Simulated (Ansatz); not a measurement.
The inner images of a band of Cl2H3InOS (8 atoms, charge 0, multiplicity 1) are given out of order.

These are results of Ansatz 0.2.0, RKS B3LYP-D4/def2-SVP, not measurements.

Initial state:

```xyz
8
Properties=species:S:1:pos:R:3
In -0.086 -0.016 0.056
Cl 0.027 -0.749 2.316
O 1.497 -0.201 -1.151
H 2.257 -0.554 -0.667
Cl -2.250 0.106 -0.894
S -0.157 2.691 0.823
H -1.477 2.690 0.511
H -0.377 2.262 2.091
```

Final state:

```xyz
8
Properties=species:S:1:pos:R:3
In -0.030 0.634 -0.269
Cl -0.130 -0.036 2.599
O 1.781 -0.054 -0.752
H 1.737 -0.950 -1.117
Cl -1.997 -0.421 -1.046
S -0.199 2.888 0.665
H -1.549 2.893 0.561
H -0.179 1.274 2.444
```

Problem. Put them in order from the first end to the last, with their energies above the first end.
A.
```xyz
8
Properties=species:S:1:pos:R:3
In -0.070 0.018 0.083
Cl -0.070 -0.692 2.355
O 1.626 0.026 -0.982
H 2.117 -0.802 -0.881
Cl -2.174 -0.042 -1.001
S -0.195 2.709 0.786
H -1.543 2.707 0.645
H -0.256 2.305 2.080
```
B.
```xyz
8
Properties=species:S:1:pos:R:3
In -0.034 0.198 0.023
Cl -0.166 -0.209 2.431
O 1.784 -0.018 -0.784
H 1.859 -0.892 -1.195
Cl -2.055 -0.288 -1.097
S -0.186 2.758 0.918
H -1.534 2.786 0.775
H -0.234 1.894 2.014
```
C.
```xyz
8
Properties=species:S:1:pos:R:3
In -0.032 0.553 -0.225
Cl -0.173 0.043 2.561
O 1.796 -0.060 -0.738
H 1.789 -0.938 -1.147
Cl -2.029 -0.383 -1.069
S -0.188 2.829 0.741
H -1.542 2.817 0.695
H -0.188 1.368 2.265
```
D.
```xyz
8
Properties=species:S:1:pos:R:3
In -0.044 0.031 0.133
Cl -0.181 -0.528 2.446
O 1.746 0.026 -0.767
H 1.914 -0.808 -1.230
Cl -2.066 -0.195 -1.079
S -0.178 2.718 0.810
H -1.528 2.734 0.687
H -0.231 2.251 2.084
```
E.
```xyz
8
Properties=species:S:1:pos:R:3
In -0.034 0.435 -0.137
Cl -0.174 0.046 2.496
O 1.800 -0.052 -0.751
H 1.819 -0.927 -1.166
Cl -2.051 -0.347 -1.077
S -0.183 2.767 0.867
H -1.533 2.799 0.750
H -0.210 1.509 2.104
```

Solution. A (+1.8 kJ/mol), D (+3.1 kJ/mol), B (+17.8 kJ/mol), E (+59.5 kJ/mol), C (+52.2 kJ/mol).

The run took 92 s on 4 threads of Intel(R) Xeon(R) Platinum 8488C (Sapphire Rapids), on a shared host, peak memory 0.32 GiB.
